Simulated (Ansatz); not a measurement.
Frontier orbitals of FGeH3, SMILES `[F][GeH3]`.

```xyz
5

F     0.571   -0.508    1.464
Ge   -0.031    0.028   -0.081
H    -0.799   -1.158   -0.677
H    -0.940    1.229    0.206
H     1.199    0.408   -0.913
```

The species carries charge 0 and has multiplicity 1. Correlated methods include outer-core shells of Ge, which these sets cover unevenly. Scalar relativity is left out up to krypton. All single points use the PBE0-D4/def2-TZVP geometry. Basis def2-TZVPP, Ansatz 0.2.0.

| functional | HOMO (eV) | LUMO (eV) | gap (eV) |
| --- | --- | --- | --- |
| PBE | -8.14 | -1.04 | 7.10 |
| revPBE | -8.10 | -0.91 | 7.19 |
| r2SCAN | -8.55 | -0.66 | 7.89 |
| B97M-V | -8.68 | -0.84 | 7.84 |
| PBE0 | -9.69 | -0.14 | 9.55 |
| ωB97M-V | -11.97 | 1.72 | 13.69 |
| HF | -13.24 | 3.03 | 16.27 |

(1) What is the vertical ionisation energy at frozen-core CCSD(T)/def2-TZVPP? (Best estimate.)

## Answers

(1) Ansatz gave: 12.61 eV (T1 of the cation 0.037).

A quarter of exact exchange (PBE0) shifts PBE's HOMO by −1.54 eV and its LUMO by +0.90 eV; full exchange at long range (ωB97M-V) shifts them by −3.83 and +2.76 eV. The gap opens from 7.10 to 13.69 eV, since occupied levels lose self-interaction and empty ones feel all the electrons. A positive LUMO is unbound and depends on the basis. −ε(HOMO) differs from that ionisation energy by −4.47 eV with PBE and −0.64 eV with ωB97M-V.
